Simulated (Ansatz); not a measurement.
Reactions of `[SiH3]CCSS`.

Computed with Ansatz on PBE0-D4/def2-TZVP structures; ΔE is electronic, products minus reactants. CCSD(T)/CBS is the MP2 limit (def2-TZVPP, def2-QZVPP) plus CCSD(T) − MP2 in def2-TZVPP, frozen cores. This one scheme is used for every species, atoms too. No spin–orbit coupling; open shells (•) take unrestricted orbitals. Spin–orbit coupling would lower the free atoms: a little for C, S, Si. For Se outer-core shells are correlated without core-valence functions, so the limit isn't a true one: a few kJ/mol of doubt a bond, and 10 to 20 or more in all where bonds break to atoms. Scalar relativity is left out up to krypton. Each species was taken in one conformer, which may not be the lowest.

**Question.** Order these by ΔE at CCSD(T)/CBS, lowest first. (An estimate is asked.)
A. `[SiH3]CCSS` → `[SiH3]CSCS`
B. `[SiH3]CCSS` + H₂ → `CCSS` + SiH₄
C. `[SiH3]CCSS` + CH₃NH₂ → `CNCSS` + `C[SiH3]`
D. `[SiH3]CCSS` + H₂Se → `[SiH3]CC[SeH]` + `SS`
E. `[SiH3]CCSS` + `FCS` → `FCS[SiH3]` + `CCSS`
F. `[SiH3]CCSS` + H₂ → `CC[SiH3]` + `SS`
G. `[SiH3]CCSS` + `OCO` → `OCOC[SiH3]` + `CSS`
H. `[SiH3]CCSS` → 2 C• + 8 H• + 2 S• + Si•

**Answer.** E (-0.65 eV), F (-0.50 eV), B (-0.31 eV), C (0.00 eV), D (+0.12 eV), A (+0.33 eV), G (+0.65 eV), H (+45.19 eV).

Largest T1 diagnostic: 0.012, for `OCOC[SiH3]`.
